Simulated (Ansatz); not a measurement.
Stepwise reaction of `N[SiH2][SiH](N)O` with hydrogen chloride, as a gas-phase model of exchange steps in deposition or etching. ΔE in kJ/mol.

Program: Ansatz. Geometries: PBE0-D4/def2-TZVP. ΔE: electronic, gas phase. CBS: MP2 limit from def2 TZ/QZ plus the TZ coupled-cluster correction, frozen cores. This one scheme is used for every species. DFT in def2-TZVPP. B3LYP here is the variant with VWN-RPA as its local correlation; programs differ in this. Each species was taken in one conformer, which may not be the lowest.

```
step                                                  reaction  PBE-D4  B3LYP-D4  ωB97M-V  CCSD(T)/CBS
   1  `N[SiH2][SiH](N)O` + HCl → `N[Si@H](Cl)[Si@@H](N)O` + H₂  -103.9    -101.9   -102.2        -99.9
```

(1) Give the row of step 2, `N[Si@H](Cl)[Si@@H](N)O` + HCl → `N[SiH](O)[Si](N)(Cl)Cl` + H₂. (Best estimate.)

(2) By hand: ΔE of the 2 steps together at CCSD(T)/CBS.

## Answers

(1) Ansatz gave: 
```csv
step,reaction,PBE-D4,B3LYP-D4,ωB97M-V,CCSD(T)/CBS
2,`N[Si@H](Cl)[Si@@H](N)O` + HCl → `N[SiH](O)[Si](N)(Cl)Cl` + H₂,-85.6,-85.4,-85.7,-84.0
```

(2) (-99.9) + (-84.0) = -183.9 kJ/mol, or -92.0 kJ/mol a step.

In ΔE each step is higher than the one before. All are downhill at CCSD(T)/CBS. PBE-D4 differs from CCSD(T)/CBS by -4.0 to -1.6 kJ/mol a step. Only this route is followed, and other bonds may react first. Isolated molecules leave out the surface, adducts and barriers. Largest T1 diagnostic: 0.011.
